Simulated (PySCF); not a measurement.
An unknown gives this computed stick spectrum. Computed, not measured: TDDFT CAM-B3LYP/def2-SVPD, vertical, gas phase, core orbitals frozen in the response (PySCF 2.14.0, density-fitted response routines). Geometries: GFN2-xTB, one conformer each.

```json
{"state": "S1", "E (eV)": "5.06", "f": "0.0006", "main configurations (H = HOMO, L = LUMO)": "H-2→L (57%), H-1→L (34%)"}
{"state": "S2", "E (eV)": "5.35", "f": "0.323", "main configurations (H = HOMO, L = LUMO)": "H→L (97%)"}
{"state": "S3", "E (eV)": "6.45", "f": "0.0054", "main configurations (H = HOMO, L = LUMO)": "H-1→L (55%), H-2→L (22%), H-3→L (15%)"}
{"state": "S4", "E (eV)": "6.73", "f": "0.013", "main configurations (H = HOMO, L = LUMO)": "H→L+1 (89%)"}
{"state": "S5", "E (eV)": "6.99", "f": "0.030", "main configurations (H = HOMO, L = LUMO)": "H-3→L (59%), H-2→L (16%)"}
{"state": "S6", "E (eV)": "7.47", "f": "0.064", "main configurations (H = HOMO, L = LUMO)": "H→L+2 (52%), H→L+4 (20%)"}
{"state": "S7", "E (eV)": "7.59", "f": "0.032", "main configurations (H = HOMO, L = LUMO)": "H→L+3 (61%), H→L+2 (16%)"}
{"state": "S8", "E (eV)": "7.62", "f": "0.0063", "main configurations (H = HOMO, L = LUMO)": "H-2→L+1 (45%), H-1→L+1 (29%)"}
```

Triplets computed (Tamm–Dancoff): 3.14, 4.41, 5.36 eV.

Question: Which candidate is it? All have the formula C3H7NO2Si.
A. `[H]/N=C/C(=C)O[SiH2]O`
B. `C(C)(=O)[SiH2]NC=O`
C. `C=N[SiH2]OC(C)=O`

Answer: A. Its S1, at 5.06 eV, is the highest among the candidates; the nearest of the others has S1 at 4.02 eV. S1 is HOMO-2→LUMO (57%), HOMO-1→LUMO (34%). Löwdin shares by element: HOMO carbon 54% or more, oxygen 20% or more, nitrogen 8% (atoms not listed hold the other 18%); LUMO carbon 59%, nitrogen 26%. At the same level the other candidates give, for their lowest levels:
- `C=N[SiH2]OC(C)=O`: 4.02 eV (f 0.000); 5.89 eV (f 0.000); 6.53 eV (f 0.034); 7.07 eV (f 0.022); 7.47 eV (f 0.092); T1 3.41 eV; HOMO -8.67, LUMO 0.06 eV
- `CC(=O)[SiH2]NC=O`: 3.64 eV (f 0.001); 5.68 eV (f 0.001); 6.49 eV (f 0.009); 6.57 eV (f 0.012); 6.82 eV (f 0.001); T1 2.99 eV; HOMO -8.65, LUMO -0.23 eV

Shape of the structure used: `[H]/[N:4]=[CH:3]/[C:2](=[CH2:1])[O:5][SiH2:6][OH:7]`: C1–C2–C3–N4 -177°, C1–C2–O5–Si6 -150°, C2–O5–Si6–O7 -62°, H–O7–Si6–O5 36°.
